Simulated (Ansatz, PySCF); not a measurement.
B(OH)2(OMe) (CH5BO3), SMILES OB(OC)O. Atoms are numbered in the order given.

```xyz
10

B     -0.0277     0.0305     0.5150
O     -0.4005    -0.4452     1.7449
H     -0.0499     0.0450     2.4947
O      0.7847     1.1218     0.3088
H      1.0977     1.5611     1.1058
O     -0.5069    -0.6406    -0.5635
C     -0.1879    -0.2394    -1.8766
H      0.8997    -0.2704    -2.0624
H     -0.6837    -0.9296    -2.5754
H     -0.5359     0.7866    -2.0880
```
Charge 0, spin multiplicity 1.

The structure is a stationary point at B3LYP-D3(BJ)/def2-SVP. The values are those of a single conformer.

Two levels are set side by side: PBE-D3(BJ)/def2-SVP (Ansatz, a quantum-chemistry and plane-wave program) and B3LYP-D3(BJ)/def2-SVP (Ansatz). Each level has its own optimised geometry; the coordinates shown are those of the second. Frequencies come from the Hessian of PySCF at each geometry. Differences are taken from unrounded values.

| quantity | B3LYP-D3(BJ) |
|---|---|
| mean bond length (Å) | 1.194 |
| bond B1–O2 (Å) | 1.370 |
| bond B1–O4 (Å) | 1.376 |
| bond B1–O6 (Å) | 1.358 |
| bond O6–C7 (Å) | 1.410 |
| bond O2–H3 (Å) | 0.962 |
| bond O4–H5 (Å) | 0.962 |
| bond C7–H8 (Å) | 1.104 |
| bond C7–H9 (Å) | 1.100 |
| bond C7–H10 (Å) | 1.104 |
| highest harmonic wavenumber (cm⁻¹) | 3899 |
| mean harmonic wavenumber (cm⁻¹) | 1395 |
| zero-point energy (kcal/mol) | 47.87 |

### Question
What does PBE-D3(BJ) give, and how far is it from B3LYP-D3(BJ)? (An estimate is asked for; the answer gives what the named calculation found.)

### Answer

| quantity | PBE-D3(BJ) | PBE-D3(BJ) minus B3LYP-D3(BJ) |
|---|---|---|
| mean bond length (Å) | 1.202 | 0.008 |
| bond B1–O2 (Å) | 1.379 | 0.009 |
| bond B1–O4 (Å) | 1.385 | 0.008 |
| bond B1–O6 (Å) | 1.368 | 0.010 |
| bond O6–C7 (Å) | 1.414 | 0.004 |
| bond O2–H3 (Å) | 0.970 | 0.008 |
| bond O4–H5 (Å) | 0.971 | 0.008 |
| bond C7–H8 (Å) | 1.112 | 0.009 |
| bond C7–H9 (Å) | 1.108 | 0.008 |
| bond C7–H10 (Å) | 1.112 | 0.009 |
| highest harmonic wavenumber (cm⁻¹) | 3795 | -104 |
| mean harmonic wavenumber (cm⁻¹) | 1356 | -39 |
| zero-point energy (kcal/mol) | 46.52 | -1.35 |

Exact exchange shortens and stiffens bonds; PBE has none. Differences between two approximate levels are no errors against the true value.
